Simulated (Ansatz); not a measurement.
Compare A (`C#CB(C)C`) with its isomer B (`C#CBCC`).

Gas-phase electronic energies from Ansatz, PBE0-D4/def2-TZVP geometries. CCSD(T)/CBS adds triple-zeta CCSD(T) − MP2 to the extrapolated MP2 energy (def2 sets, frozen cores). DFT in def2-TZVPP. B3LYP here is the variant with VWN-RPA as its local correlation; programs differ in this. One conformer a species, not always the lowest.

A:

```xyz
12

C     1.725   -1.739    1.056
C     0.943   -0.952    0.577
B    -0.043    0.043   -0.027
C    -1.191    0.614    0.867
C     0.120    0.465   -1.524
H     2.415   -2.432    1.478
H    -2.051    0.970    0.294
H    -0.773    1.496    1.377
H    -1.523   -0.063    1.656
H    -0.457   -0.263   -2.114
H     1.145    0.416   -1.895
H    -0.310    1.445   -1.744
```

B:

```xyz
12

C     0.766   -2.049   -2.332
C     0.454   -1.089   -1.668
B     0.051    0.109   -0.836
C     0.120    0.078    0.720
C    -0.656    1.156    1.466
H     1.041   -2.893   -2.922
H    -0.280    1.105   -1.417
H     1.201    0.192    0.918
H    -0.107   -0.923    1.102
H    -0.387    2.153    1.110
H    -0.469    1.122    2.542
H    -1.733    1.040    1.317
```

Problem. Which isomer does CCSD(T)/CBS put lower? Give the gap. (Estimate.)

Solution. Computed: A, by 60.3 kJ/mol.

Problem. Give E(B) − E(A) in kJ/mol with HF/def2-TZVPP, B3LYP, r2SCAN-D4, CCSD(T)/def2-SVP, B2PLYP, ωB97M-V, MP2/def2-TZVPP. (Estimate.)

Solution. The calculation gave: HF/def2-TZVPP 54.3, B3LYP 59.1, r2SCAN-D4 64.4, CCSD(T)/def2-SVP 55.0, B2PLYP 59.9, ωB97M-V 61.8, MP2/def2-TZVPP 61.7. None reverses the order clearly.

Problem. Does the order hold for the free energy at 298.15 K (harmonic terms from PBE0-D4)? (An estimate is asked.)

Solution. Ansatz gave: Yes: G(B) − G(A) = +60.8 kJ/mol, for one conformer each. Modes under 60 cm⁻¹, often nearly free rotors, make the harmonic entropy too high.

Largest T1 diagnostic: 0.012.

At CCSD(T), def2-SVP lies −5.3 kJ/mol from the extrapolated value and def2-TZVPP −0.7 kJ/mol. In def2-TZVPP, CCSD(T) changes the Hartree–Fock value by +5.3 kJ/mol (the triples alone add +0.6 kJ/mol) and MP2 by +7.4 kJ/mol.
